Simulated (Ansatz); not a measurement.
One change: `[BH2][GaH][CH2][SiH2]F` becomes `F[SiH2]CC[SiH3]`.

Ansatz, PBE0-D4/def2-TZVP geometries, multiplicity 1. Each molecule was computed in one conformer, which needn't be the lowest.

Scalar relativity is left out up to krypton.

| property | `[BH2][GaH][CH2][SiH2]F` |
| --- | --- |
| HOMO energy (PBE/def2-TZVPP) / eV | -6.06 |
| LUMO energy (B3LYP/def2-TZVPP) / eV | -1.63 |
| size of the dipole moment (PBE/def2-TZVPP) / D | 1.74 |
| HOMO–LUMO gap (ωB97M-V/def2-TZVPP) / eV | 9.62 |
| HOMO energy (B3LYP/def2-TZVPP) / eV | -6.98 |
| size of the dipole moment (ωB97M-V/def2-TZVPP) / D | 1.70 |

Q: Give the same properties after the change, and the shifts. (An estimate is asked.)

A: Ansatz gave: 
| property | `F[SiH2]CC[SiH3]` | shift |
| --- | --- | --- |
| HOMO energy (PBE/def2-TZVPP) / eV | -7.19 | -1.13 |
| LUMO energy (B3LYP/def2-TZVPP) / eV | -0.05 | 1.58 |
| size of the dipole moment (PBE/def2-TZVPP) / D | 1.65 | -0.09 |
| HOMO–LUMO gap (ωB97M-V/def2-TZVPP) / eV | 12.51 | 2.89 |
| HOMO energy (B3LYP/def2-TZVPP) / eV | -8.29 | -1.31 |
| size of the dipole moment (ωB97M-V/def2-TZVPP) / D | 1.66 | -0.04 |

With PBE0 the HOMO falls by 1.30 eV and the LUMO rises by 1.55 eV, so the gap widens by about 2.85 eV. PBE moves the HOMO by -1.13 eV and ωB97M-V by -1.39 eV. Dipoles are sizes alone; their direction can turn.

B3LYP here is the variant with VWN-RPA as its local correlation; programs differ in this.
